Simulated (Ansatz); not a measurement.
Consider the cleavage of the Sb–B bond: `O[BH][SbH2]` + `C=N` → `C=[N][SbH2]` + `BO`.

Calculated with Ansatz (gas phase, PBE0-D4/def2-TZVP geometries, no zero-point term in ΔE). CCSD(T)/CBS adds triple-zeta CCSD(T) − MP2 to the extrapolated MP2 energy (def2 sets, frozen cores). This one scheme is used for every species. DFT in def2-TZVPP. Elements past krypton have def2 core potentials. For Sb outer-core shells are correlated without core-valence functions, which leaves a few kJ/mol of doubt a bond. Each species was taken in one conformer, which may not be the lowest.

| level | ΔE (kJ/mol) |
| --- | --- |
| PBE0-D4 | 30.1 |
| ωB97M-V | 24.3 |

Question: What does CCSD(T)/CBS give? (An estimate is asked.)

Answer: The calculation gave: +24.4 kJ/mol. The listed levels differ from it by 5.7, -0.1 kJ/mol.

Largest T1 diagnostic among the species: 0.015.

From r2SCAN to r2SCAN0 (25 % exact exchange), in def2-TZVPP and without D4, ΔE moves by +4.7 kJ/mol. At CCSD(T), def2-SVP lies +8.3 kJ/mol from the extrapolated value and def2-TZVPP +0.3 kJ/mol.
